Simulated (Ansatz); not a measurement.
# Ligand exchange: GaH2(SH) + C3H9BS → GaH(SH)2 + C3H9B

Species: GaH2(SH), singlet; C3H9BS `CC(C)BS`, singlet; GaH(SH)2, singlet; C3H9B `BC(C)C`, singlet. The partners trade H for SH: Ga–H and B–SH bonds give way to Ga–SH and B–H.

Shapes, held fixed at every level: PBE0-D4/def2-TZVP. Flexible molecules stand in one conformer, not always the lowest. Programs: Ansatz 0.2.0. The zero-point and thermal change to 298 K, harmonic and unscaled (PBE0-D4/def2-TZVP), is +0.2 kJ/mol.

| level | kind | ΔH(298 K) (kJ/mol) | less CCSD(T)/def2-TZVPP |
| --- | --- | --- | --- |
| HF/def2-SVP | Hartree–Fock | +0.1 | -9.4 |
| HF/def2-TZVPP | Hartree–Fock | -6.3 | -15.8 |
| SPW92/def2-TZVPP | LDA | +22.9 | +13.4 |
| wB97M-V/def2-TZVPP | range-separated hybrid | +8.8 | -0.7 |
| wB97X-V/def2-TZVPP | range-separated hybrid | +8.1 | -1.4 |
| MP2/def2-TZVPP | perturbation theory | +8.4 | -1.1 |
| CCSD(T)/def2-SVP | coupled cluster or CI | +20.7 | +11.2 |
| CCSD(T)/def2-TZVPP | coupled cluster or CI | +9.5 | 0.0 |

The highest level, CCSD(T)/def2-TZVPP, gives ΔH(298 K) = +9.5 kJ/mol; the levels span -6.3 to +22.9. They disagree on the sign: 7 of 8 are positive. The column of differences is taken from that level and isn't an error. No measured value is set beside it here. Relativity is left out for Ga. Outer-core shells of Ga are correlated in most correlated rows, in sets that cover them unevenly.
